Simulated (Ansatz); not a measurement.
Stepwise reaction of `[OH][Mo]([OH])([F])([F])=[S]` with hydrogen fluoride, as a gas-phase model of exchange steps in deposition or etching. ΔE in kJ/mol.

Computed with Ansatz on PBE0-D4/def2-TZVP structures; ΔE is electronic, products minus reactants. CCSD(T)/CBS is the MP2 limit (def2-TZVPP, def2-QZVPP) plus CCSD(T) − MP2 in def2-TZVPP, frozen cores. This one scheme is used for every species. DFT in def2-TZVPP. B3LYP here is the variant with VWN-RPA as its local correlation; programs differ in this. def2 core potentials past Kr. For Mo outer-core shells are correlated without core-valence functions, which leaves a few kJ/mol of doubt a bond. Each species was taken in one conformer, which may not be the lowest.

```tsv
step	reaction	PBE-D4	B3LYP-D4	ωB97M-V	CCSD(T)/CBS
1	`[OH][Mo]([OH])([F])([F])=[S]` + H–F → `[OH][Mo]([F])([F])([F])=[S]` + H₂O	-27.1	-26.1	-27.1	-18.1
```

(1) Give the row of step 2, `[OH][Mo]([F])([F])([F])=[S]` + H–F → `[F][Mo]([F])([F])([F])=[S]` + H₂O. (Estimate.)

(2) By hand: ΔE of the 2 steps together at CCSD(T)/CBS.

## Answers

(1) Computed: 
```tsv
step	reaction	PBE-D4	B3LYP-D4	ωB97M-V	CCSD(T)/CBS
2	`[OH][Mo]([F])([F])([F])=[S]` + H–F → `[F][Mo]([F])([F])([F])=[S]` + H₂O	-27.6	-26.2	-29.0	-22.5
```

(2) (-18.1) + (-22.5) = -40.6 kJ/mol, or -20.3 kJ/mol a step.

In ΔE the steps differ by no more than 4.4 kJ/mol. All are downhill at CCSD(T)/CBS. PBE-D4 differs from CCSD(T)/CBS by -9.0 to -5.1 kJ/mol a step. Isolated molecules leave out the surface, adducts and barriers. Largest T1 diagnostic: 0.025.
